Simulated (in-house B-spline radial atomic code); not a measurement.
**Ionising Br²⁺ with different functionals**

Computed with a B-spline radial code for spherical atoms: scalar-relativistic (spin-free X2C) Hamiltonian, Fermi nucleus of rms radius 4.1629 fm, spin-polarised at highest spin, spherical fractional occupations for the functionals, the average over the highest-spin determinants for Hartree-Fock. The ionisation energy is the difference of two self-consistent energies, [Ar] 3d10 4s2 4p3 → [Ar] 3d10 4s2 4p2, without Breit or QED terms; ε is the level of the shell that loses the electron (its least bound occupied spin orbital). There is no spin-orbit coupling in this Hamiltonian.

Hybrids are left out here: with spherical fractional occupations of an open shell their exact exchange keeps a self-interaction that integer-occupation calculations don't have.

| method | rung | ΔSCF (eV) | -ε(4p) (eV) |
| --- | --- | --- | --- |
| Hartree-Fock | Hartree-Fock | ? | ? |
| LDA VWN5 | LDA | 35.19 | 29.47 |
| LDA PW92 | LDA | 35.18 | 29.46 |
| LDA exchange-only | LDA | 34.10 | 28.43 |
| PBE | GGA | 35.12 | 29.43 |
| PBEsol | GGA | 35.13 | 29.42 |
| BLYP | GGA | 34.83 | 29.09 |
| RPBE | GGA | 35.11 | 29.42 |
| PW91 | GGA | 35.19 | 29.49 |
| BP86 | GGA | ? | ? |
| AM05 | GGA | 35.09 | 29.38 |
| OLYP | GGA | 35.13 | 29.41 |
| TPSS | meta-GGA | 35.30 | 29.63 |
| SCAN | meta-GGA | 35.69 | 30.07 |
| r2SCAN | meta-GGA | 35.67 | 30.04 |
| revTPSS | meta-GGA | 35.33 | 29.66 |

What does Hartree-Fock give?

ΔSCF 34.77 eV, and -ε(4p) = 35.21 eV.

What does BP86 give?

ΔSCF 35.18 eV, and -ε(4p) = 29.47 eV.

How do they compare with the NIST value?

NIST lists 34.87 eV ± 0.019 (measured, ground level to ground level). Errors run from -0.77 to +0.82 eV; BLYP is closest (-0.04 eV), but part of that can be cancellation, since the calculations leave out spin-orbit coupling, Breit-QED terms, multiplet and fine-structure energies. Hartree-Fock also lacks correlation.
